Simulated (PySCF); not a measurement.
Species: (FGaO)3 ring, F₃Ga₃O₃.
Structure used (PBE0-D3(BJ)/def2-SVP), in Å, numbered top down from 1:
```
atom  x, y, z in Å
Ga1   -1.692    0.263   -0.460
F2    -3.343    0.528   -0.917
O3    -0.840   -1.211   -0.971
Ga4    0.856   -1.497   -0.524
F5     1.667   -2.942   -1.032
O6     1.701   -0.274    0.450
Ga7    0.881    1.211    0.981
F8     1.722    2.395    1.925
O9    -0.819    1.458    0.523
```

The calculation used PySCF, TDDFT CAM-B3LYP/def2-SVPD, vertical, gas phase, core orbitals frozen in the response. The CAM-B3LYP/def2-SVPD calculation is non-relativistic and has no spin–orbit coupling, an omission that weighs most on gallium.

Computed states:

```
state  E (eV)       f
   S1    5.97   0.075
   S2    5.97   0.097
   S3    5.97  0.0003
   S4    5.98   0.024
   S5    6.82   0.073
   S6    7.24  0.0000
   S7    7.53  0.0000
   S8    7.60  0.0000
   S9    7.63  0.0000
  S10    7.63  0.0000
  S11    7.71  0.0000
  S12    7.77   0.024
  S13    7.77   0.024
  S14    7.83  0.0001
```

Each state is given a Gaussian of 0.5 eV full width at half maximum, with ε(max) = 2.175×10⁸ f / Δν̃ (Δν̃ the width in cm⁻¹). The width is an assumption, not a result. The curve ends short of the highest state used, and states not computed would add to its high-energy end.

Task: What does the envelope look like, and where are its maxima?

Result: 
```
E (eV)  ε (L mol⁻¹ cm⁻¹)
  5.22                21
  5.26                39
  5.29                63
  5.33               112
  5.37               195
  5.40               288
  5.44               469
  5.48               737
  5.51              1011
  5.55              1494
  5.58              1957
  5.62              2718
  5.66              3643
  5.69              4434
  5.73              5586
  5.77              6792
  5.80              7684
  5.84              8780
  5.88              9683
  5.91             10181
  5.95             10553
  5.99             10557
  6.02             10318
  6.06              9703
  6.10              8810
  6.13              8010
  6.17              6848
  6.21              5668
  6.24              4824
  6.28              3811
  6.32              2971
  6.35              2474
  6.39              1997
  6.43              1730
  6.46              1657
  6.50              1712
  6.54              1911
  6.57              2133
  6.61              2493
  6.65              2885
  6.68              3174
  6.72              3514
  6.76              3769
  6.79              3885
  6.83              3925
  6.87              3828
  6.90              3672
  6.94              3368
  6.98              2982
  7.01              2661
  7.05              2218
  7.09              1790
  7.12              1495
  7.16              1152
  7.20               881
  7.23               728
```

Maxima: 208 nm (5.97 eV), ε about 11000, made up of S1 (38%), S2 (50%) and S4 (12%); 182 nm (6.82 eV), ε about 3900, made up of S5 (100%) (ε in L mol⁻¹ cm⁻¹; maxima over ε = 5, shares over 10%).

Task: On this curve, what absorbance would a 10⁻⁵ mol/L sample give at 193 nm over a 1 cm path?

Result: 193 nm is 6.424 eV, where ε is about 1800 L mol⁻¹ cm⁻¹, so A = ε c l ≈ 0.018 (Beer–Lambert, with the gas-phase spectrum and the assumed width).

Task: Coming from long wavelengths, where does ε first pass 100 L mol⁻¹ cm⁻¹?

Result: At about 233 nm (5.32 eV), 0.65 eV below S1.

Task: What would ε be at 5.97 eV, the highest of these maxima, with half the width (0.25 eV)?

Result: About 21200 L mol⁻¹ cm⁻¹ against 10600, a factor of about 2.00; a lone state at its own centre would give exactly 2.

The vertical ionisation energy (ΔSCF) is 12.17 eV, 4.33 eV above S14.

Time: 7.5 min (with the writing of density and orbital grids); peak memory 1.7 GiB. Hardware: one thread of an Arm Neoverse V1, shared host.

One conformer stands for the species.
